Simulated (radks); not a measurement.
Values are calculated unless marked as measured or tabulated.
Task: Ionisation of the platinum ion Pt3+, [Xe] 4f14 5d7, to [Xe] 4f14 5d6 as the strength of local exchange is varied. Code: a radial shooting solver on a logarithmic mesh with Libxc functionals. Model: Dirac Kohn-Sham, Slater X-alpha exchange (alpha = 2/3 is LDA exchange), no correlation, spin-unpolarised, spherical densities, finite nucleus; open shells are shared between the two j in proportion to 2j + 1; Fermi nuclear charge, rms radius 5.427 fm.

| alpha | E(Pt3+) (hartree) | exchange (hartree) | IE (eV) | -e of the level emptied (eV) | <r> of it (bohr) |
|---|---|---|---|---|---|
| 0.667 | -18422.4569 | -337.6881 | 44.327 | 36.818 (5d5/2) | 1.517 |
| 0.704 | -18441.1992 | -356.7971 | 45.106 | 37.544 (5d5/2) | 1.507 |
| 0.827 | -18503.6467 | -420.6058 | 47.756 | 40.018 (5d5/2) | 1.474 |
| 1.044 | -18614.3512 | -534.2412 | 52.654 | 44.618 (5d5/2) | 1.422 |
| ? | -18382.0009 | -296.5062 | 42.671 | 35.280 (5d5/2) | 1.539 |

Which alpha was used in the last row?

Result: alpha = 0.587. NIST Atomic Spectra Database: 43 +/- 1.7 eV (theoretical). The Delta-SCF value meets it near alpha = 0.60. Spin polarisation and multiplet splitting are left out, so open shells lie too high by an amount that depends on their filling. Sharing an open shell by 2j + 1 raises it above the true ground level by a part of the spin-orbit splitting, which enters the differences from NIST.

Beside tabulated values, note that spin-unpolarised runs miss the spin-polarisation part of the exchange energy of open shells.
